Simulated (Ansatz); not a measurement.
Stepwise reaction of `[NH2][GeH2][Si](N)(O)O` with hydrogen, as a gas-phase model of exchange steps in deposition or etching. ΔE in kJ/mol.

Program: Ansatz. Geometries: PBE0-D4/def2-TZVP. ΔE: electronic, gas phase. CCSD(T)/CBS is the MP2 limit (def2-TZVPP, def2-QZVPP) plus CCSD(T) − MP2 in def2-TZVPP, frozen cores. This one scheme is used for every species. DFT in def2-TZVPP. B3LYP here is the variant with VWN-RPA as its local correlation; programs differ in this. For Ge outer-core shells are correlated without core-valence functions, which leaves a few kJ/mol of doubt a bond. Scalar relativity is left out up to krypton. One conformer a species, not always the lowest.

```tsv
step	reaction	PBE-D4	B3LYP-D4	ωB97M-V	CCSD(T)/CBS
2	`[NH2][GeH2][SiH](N)O` + H₂ → `N[SiH2][GeH2][NH2]` + H₂O	82.6	90.3	91.1	87.5
```

**Question.** Give the row of step 1, `[NH2][GeH2][Si](N)(O)O` + H₂ → `[NH2][GeH2][SiH](N)O` + H₂O. (An estimate is asked.)

**Answer.** The calculation gave: 
| step | reaction | PBE-D4 | B3LYP-D4 | ωB97M-V | CCSD(T)/CBS |
| --- | --- | --- | --- | --- | --- |
| 1 | `[NH2][GeH2][Si](N)(O)O` + H₂ → `[NH2][GeH2][SiH](N)O` + H₂O | 90.6 | 96.3 | 96.4 | 93.1 |

**Question.** By hand: ΔE of the 2 steps together at CCSD(T)/CBS.

**Answer.** (93.1) + (87.5) = 180.6 kJ/mol, or 90.3 kJ/mol a step.

In ΔE each step is lower than the one before. All are uphill at CCSD(T)/CBS. PBE-D4 differs from CCSD(T)/CBS by -4.9 to -2.5 kJ/mol a step. Isolated molecules leave out the surface, adducts and barriers. Largest T1 diagnostic: 0.012.
